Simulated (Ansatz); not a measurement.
Born–Oppenheimer molecular dynamics of CH₃BO₃ (8 atoms, charge 0, multiplicity 1). It starts at the highest image of a converged band, a first-order saddle point between two minima.

The calculation used Ansatz, RKS B3LYP-D4/STO-3G.

```json
{"ensemble": "NVE (velocity Verlet)", "time step": "0.5 fs", "steps asked": "200", "starting velocities drawn for": "300 K", "seed": "5577"}
```

First frame:

```xyz
8
Properties=species:S:1:pos:R:3
B 0.877 1.282 0.291
O -0.295 0.653 0.635
C -0.602 -0.577 0.019
O -0.199 -1.066 -1.168
O -1.448 -1.492 0.512
H 1.046 2.323 0.806
H 1.644 0.798 -0.454
H -1.022 -1.921 -0.641
```

Problem. How far do the bonds stretch over the last three quarters of this one trajectory? (Pairs bonded in most of those frames.)

Solution. 
```
 bond  mean (Å)  spread (Å)  shortest  longest
B1–O2     1.369       0.034      1.30     1.42
B1–H6     1.180       0.036      1.12     1.24
B1–H7     1.177       0.029      1.13     1.23
O2–C3     1.466       0.088      1.31     1.63
C3–O4     1.442       0.070      1.31     1.56
C3–O5     1.264       0.052      1.17     1.36
O4–H8     1.044       0.060      0.94     1.13
```

Mean temperature of the second half: 1070 K. The conserved energy stayed within 0.77 meV per atom of its start (net change -0.32 meV per atom), so the integration is sound. The kinetic energy rose, since the run started high on the potential surface and went downhill. A run of 0.1 ps of so small a system gives no equilibrium averages. The orbitals stay closed-shell, which can raise the energy where a bond breaks towards radicals; this wasn't checked here. Limits of this set-up: minimal basis.

Run time: 9.2 min on 1 thread of Intel(R) Xeon(R) Processor @ 2.50GHz (Skylake/Cascade Lake), on a shared host, peak memory 0.099 GiB.
